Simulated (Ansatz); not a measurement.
A search over several starts for the lowest SCF solution of AlI₃⁺ at the given spin, in a small basis.

```yaml
crystal:
  periodic: [false, false, false]
  atoms:
    - {symbol: Al, position_ang: [-0.000016, -0.000017, 0.000002]}
    - {symbol: I, position_ang: [2.458897, -0.027934, 0.013177]}
    - {symbol: I, position_ang: [-1.205140, 2.143487, -0.017508]}
    - {symbol: I, position_ang: [-1.253741, -2.115535, 0.004339]}
basis:
  gaussian: {orbitals: def2-SVP}
total_charge: 1
magnetization: {spin_polarized: true, initial_magnetization: 1}
hamiltonian: {xc: pbe0, dispersion: d4}
output: {orbitals: {seedname: orbitals}}
```

```sh
$ ansatz run in.yaml --threads 4 --pin off --events-out ev --progress --plain --max-ram 3916MiB
```

Shortened log:

```
Functional definition: PBE0
1160 factors; integrals over basis functions are off by at most 4.1e-4 eV
mean field evaluation 1: about -30890.3382 eV, gradient 8.9e0 eV
mean field evaluation 2: about -30890.6222 eV, gradient 6.5e0 eV
mean field evaluation 4: about -30890.7975 eV, gradient 5.6e-1 eV
mean field evaluation 8: about -30890.8632 eV, gradient 2.1e-2 eV
mean field evaluation 16: about -30890.8632 eV, gradient 7.7e-6 eV
mean field evaluation 32: about -30890.4238 eV, gradient 1.7e-1 eV
mean field -30890.86317377 eV, -1135.2182830570 hartree, gradient 7.8e-6 eV, S^2 0.754503; 9 other end points of the search recorded, 0 dependent functions left out
reference -30890.86319683 eV, -1135.2182839045 hartree; 44, 43 occupied and 52, 53 virtual orbitals, 1160 factors
Total energy: -30891.04437331 eV, -1135.2249420173 hartree
```

Run time 12 s (4 threads of Arm Neoverse V1 on a shared host).

Other converged states that the search met: 0.44 eV higher (⟨S²⟩ = 0.76).

In the def2 sets I takes a core potential; there is no spin–orbit coupling.
